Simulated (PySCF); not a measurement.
Two-component Hartree-Fock for Cl(11+) (chlorine, charge +11)

Start: [He] 2s2 2p2; 2p1/2 filled at m_j = -1/2, +1/2. Calculated with PySCF 2.14 in an uncontracted even-tempered set (18 s from 1.7 bohr⁻², ratio 2.4; 11 p from 2.2 bohr⁻², ratio 2.4; 5 d from 9.1 bohr⁻², ratio 2.6; 5 f from 14 bohr⁻², ratio 2.6): generalised Hartree-Fock with the X2C-1e Hamiltonian and a Gaussian nucleus; one run each with spin-orbit coupling (SO) switched off, then screened by Boettger's factors.

| spinor shell | electrons | ε, spin-free (eV) | ε, screened SO (eV) | weight of nominal j (screened SO) | rms radius, screened SO (bohr) |
| --- | --- | --- | --- | --- | --- |
| 1s1/2 | 2 | -3310.5 | -3310.3 | 1.000 | 0.104 |
| 2s1/2 | 2 | -628.01 | -627.96 | 1.000 | 0.435 |
| 2p1/2 | 2 | -593.47 | -593.81 | 0.575 | 0.386 |

```tsv
quantity	spin-free	screened SO
E (hartree)	-382.50111	-382.53395
M_J	0	0
⟨J²⟩	2.001	1.677
⟨L²⟩	2.000	1.985
⟨S²⟩	2.000	1.984
```

The determinant has a definite M_J but mixes levels of different J.

Each row is a mean over spinors that exchange with the open shell spreads, by up to 24.962 eV (2s1/2).

Rows whose weight is well below 1 are mixtures of j = l ± 1/2: exchange outweighs spin-orbit coupling there, and the label is only the starting occupation.

Without spin-orbit coupling the j labels of p, d and f shells carry no meaning; the spin-free column gives the mean over the occupied spinors of each nl shell.
